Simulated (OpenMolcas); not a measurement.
An OpenMolcas run meant for Nd2+ (ANO-R3, X2C; inactive shells 1s 2s 2p 3s 3p 3d 4s 4p 4d 5s 5p; intended active space 4 electrons in 7 orbitals (4f)). One step of its input:

```
&RASSCF
FileOrb=start.orb
Symmetry=1
Spin=5
nActEl=4 0 0
Inactive=15 12
Ras2=0 7
CIRoot=35 35 1
SDav=35
CIMx=300
Iter=81 100
PrWF=0.3
OrbListing=Nothing
MaxOrb=0
Atom
Thrs=1.0e-2 5.0e-1 5.0e-1
```

The run finished. Its levels beside those of a sound run (CASSCF), in eV above each run's lowest level:

| Level | This run | Usual run |
| --- | --- | --- |
| 4f⁴ ⁵I₄ | 0.0000 | 0.0000 |
| 4f⁴ ⁵I₅ | 0.1541 | 0.1488 |
| 4f⁴ ⁵I₆ | 0.3184 | 0.3162 |
| 4f⁴ ⁵I₇ | 0.4812 | 0.4963 |
| 4f⁴ ⁵I₈ | 0.6346 | 0.6837 |
| 4f⁴ ⁵F₁ | 1.6237 | 1.7935 |
| 4f⁴ ⁵F₂ | 1.6927 | 1.8621 |
| 4f⁴ ³K₆ | 1.1321 | 2.1830 |
| 4f⁴ ³K₇ | 1.2840 | 2.3221 |

Question: Which setting is unsound, and how much does it matter here?

Answer: The convergence thresholds are far too loose, so the orbitals stop early. Against the sound run the excited levels shown move by 2500 cm-1 on average and by 8500 cm-1 at most.

High states are left out of the spin-orbit mixing, which shifts the levels that they would mix with. Without dynamic correlation excited terms often stand tens of per cent too high (terms of higher spin than the ground term too low), and those without a measured partner can miss by more than the paired ones. Some levels mix across a computed gap that differs much from the measured one, so their mixing is not that of the real levels (holds for this run). Only configurations of the active space appear.
